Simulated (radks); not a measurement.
Values are calculated unless marked as measured or tabulated.
Ne+, 9 electrons, occupied as [He] 2s2 2p5.

Level of theory: non-relativistic Kohn-Sham, HCTH/407, spin-unpolarised, spherical densities, point nucleus (a radial shooting solver on a logarithmic mesh with Libxc functionals).

Energy parts (hartree):
total: -128.11337
kinetic: 127.72806
electron-nucleus: -302.87518
Hartree: 58.93207
exchange-correlation: -11.89832

Orbitals (lengths in bohr, moments of r in powers of bohr; r(max) is where P^2 peaks; r(90%) holds 90 % of the orbital's charge):
orbital  occ.  eigenvalue (hartree)     <r^4>  r(max)  r(90%)
1s          2             -31.30024  0.002972  0.1030   0.283
2s          2              -2.06410     1.558  0.6727    1.37
2p          5              -1.20579     2.423  0.6043    1.51

The highest occupied level is 2p at -32.811 eV. The electron density at the nucleus is 620.7 e/bohr^3. The density falls to 0.001 e/bohr^3 at r = 2.63 bohr. Summed over all electrons, <r^2> = 6.856 bohr^2, which gives a Langevin (diamagnetic) susceptibility term of -5.43 x 10^-6 cm^3/mol.
